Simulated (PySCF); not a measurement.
## Correlation energy of Be (beryllium, neutral)

[He] 2s1 3s1, high-spin 3S determinant (an excited configuration). Computed with PySCF 2.14 in aug-cc-pVQZ with one added diffuse shell each of s, p, d, f, g type (7s6p5d4f3g, 105 functions), with the non-relativistic Hamiltonian (point nucleus). Frozen: 1s2; 2 electrons correlated.

Total MP2 correlation energy: -1.95 mhartree.

Same-spin part -1.95 and opposite-spin part 0.00 mhartree; SCS-MP2 scales them by 1/3 and 6/5 to -0.65 mhartree.
